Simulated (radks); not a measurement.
Values are calculated unless marked as measured or tabulated.
Isoelectronic series with 21 electrons, each ion in its NIST ground configuration. Level of theory: Dirac Kohn-Sham, LDA (Slater exchange, Perdew-Wang correlation), spin-unpolarised, spherical densities, finite nucleus; open shells are shared between the two j in proportion to 2j + 1; Fermi nuclear charge, rms radius of each element as measured or else 0.836 A^(1/3) + 0.57 fm (a radial shooting solver on a logarithmic mesh with Libxc functionals). Total energies (hartree) and mean radii <r> (bohr):

| ion | configuration | E (hartree) | 3d5/2 | 3d3/2 |
|---|---|---|---|---|
| Sc | [Ar] 3d1 4s2 | -762.32469 | 1.858 | 1.851 |
| V2+ | [Ar] 3d3 | -946.24485 | 1.318 | 1.315 |
| Mn4+ | [Ar] 3d3 | -1152.17531 | 0.9672 | 0.9646 |
| Co6+ | [Ar] 3d3 | -1379.86728 | 0.7874 | 0.7852 |
| Cu8+ | [Ar] 3d3 | -1629.38687 | 0.6711 | 0.6690 |
| Ga10+ | [Ar] 3d3 | -1900.84920 | 0.5877 | 0.5855 |
| As12+ | [Ar] 3d3 | -2194.39742 | 0.5240 | 0.5219 |
| Br14+ | [Ar] 3d3 | -2510.19626 | 0.4736 | 0.4714 |
| Rb16+ | [Ar] 3d3 | -2848.42947 | 0.4324 | 0.4302 |
| Nb20+ | [Ar] 3d3 | -3593.02369 | 0.3690 | 0.3667 |
| Tc22+ | [Ar] 3d3 | -3999.84296 | 0.3440 | 0.3416 |
| Rh24+ | [Ar] 3d3 | -4430.01469 | 0.3223 | 0.3198 |
| Ag26+ | [Ar] 3d3 | -4883.81808 | 0.3031 | 0.3005 |
| In28+ | [Ar] 3d3 | -5361.55014 | 0.2862 | 0.2835 |
| Sb30+ | [Ar] 3d3 | -5863.53311 | 0.2711 | 0.2683 |
| I32+ | [Ar] 3d3 | -6390.11096 | 0.2575 | 0.2546 |
| Cs34+ | [Ar] 3d3 | -6941.6555 | 0.2452 | 0.2422 |
| La36+ | [Ar] 3d3 | -7518.5627 | 0.2340 | 0.2310 |
| Pr38+ | [Ar] 3d3 | -8121.2601 | 0.2238 | 0.2207 |
| Pm40+ | [Ar] 3d3 | -8750.1955 | 0.2145 | 0.2113 |
